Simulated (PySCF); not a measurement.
**Does the structure fit the spectrum?**

A compound C4H9PSi gives the data below (simulated from a calculation) and was assigned the structure `C[Si](C)(C)C#P`.

13C{1H} NMR (computed): δ 122.2 (C), 83.5 (C), 16.8 (CH2), 16.3 (CH3).

1H NMR (300 MHz, computed): δ 4.55 (m, 2H), 2.41 (q, 2H), 1.32 (m, 2H), 1.23 (t, 3H).

[PySCF: structure optimised with GFN2-xTB; GIAO PBE0/pcSseg-1 shieldings; one computed conformer; non-relativistic Hamiltonian; averaged over atoms made equivalent by symmetry, fast rotation or ring inversion; in vacuum]

Referencing at the same level of theory: 1H, 13C vs TMS.

Q: Compare with the shifts computed for the proposed structure, pairing carbons in order of shift.

A: Mapped SMILES: `[CH3:1][Si:2]([CH3:3])([CH3:4])[C:5]#[P:6]`. Each H is labelled by its parent atom.

```
atom  computed for proposal  given list  difference
  C5                  218.2       122.2       +96.0
  C1                    1.4        83.5       -82.1
  C3                    1.4        16.8       -15.4
  C4                    1.4        16.3       -14.9
```

The rms difference is 64.0 ppm and the largest +96.0 ppm at C5 (carbon bonded to P, Si). The proposal also would give 2 carbon signals, not 4. The carbon types in order of shift don't match either: C, CH3, CH3, CH3 for the proposal against C, C, CH2, CH3 in the data. The proposal doesn't fit.

Q: Which isomer fits?

A: `[SiH2](C#CCC)P`.

1. δC 122.2, 83.5: alkyne carbon.
2. δC 16.8: propargylic sp3 CH2; a saturated carbon with 2 carbon neighbours and no heteroatom attached.
3. δC 16.3: methyl carbon; a saturated carbon with 1 carbon neighbour and no heteroatom attached.
4. δH 2.41: hydrogen on a propargylic sp3 CH2.

This is the structure that produced the data.

Splittings by 31P in the carbon and heteronuclear signals aren't shown, as no couplings were computed. Shifts are as computed. Against solution values, carbons near 30 ppm lie about +3 ppm off and those near 130 ppm about +5 ppm. Of 1211 compounds with measured shifts, 218 miss one by over three times the rms of a fit or turn the order of signals round; such compounds aren't used in these exercises. Multiplicities follow the n + 1 count of equivalent neighbours, as no J values were calculated; m marks all less simple cases, F and P coupling included.
